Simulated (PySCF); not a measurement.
# Working out the ionisation energy of Bi

Bi [Xe] 4f14 5d10 6s2 6p3 (4S) → Bi⁺ [Xe] 4f14 5d10 6s2 6p2 (3P). Computed with PySCF 2.14 in aug-cc-pV5Z-PP with ECP60MDF (8s8p6d4f3g2h, 139 functions), with a scalar-relativistic core potential. Frozen: 5s2 5p6 5d10. Energies in hartree (1 hartree = 27.21139 eV):

```json
{"part": "UHF", "Bi (lower)": "-213.594554", "Bi⁺ (upper)": "-213.293127"}
{"part": "MP2 opposite-spin", "Bi (lower)": "-0.042089", "Bi⁺ (upper)": "-0.035990"}
{"part": "MP2 same-spin", "Bi (lower)": "-0.015821", "Bi⁺ (upper)": "-0.007461"}
```

Q: What does Hartree-Fock give?

A: (-213.293127) − (-213.594554) = 0.301427 hartree = 8.202 eV.

Q: What do MP2 and SCS-MP2 (6/5 opposite-spin, 1/3 same-spin) give?

A: The opposite-spin parts differ by 0.166 eV and the same-spin parts by 0.227 eV. MP2: 8.202 + (0.166) + (0.227) = 8.595 eV. SCS-MP2: 8.202 + 1.2 × (0.166) + (0.227)/3 = 8.477 eV.

Reference: 7.286 eV (measured; NIST Atomic Spectra Database, ionization energies), between the lowest levels; spin-orbit coupling is absent from the calculation.

What remains against the reference includes basis incompleteness, the frozen core and correlation beyond second order.
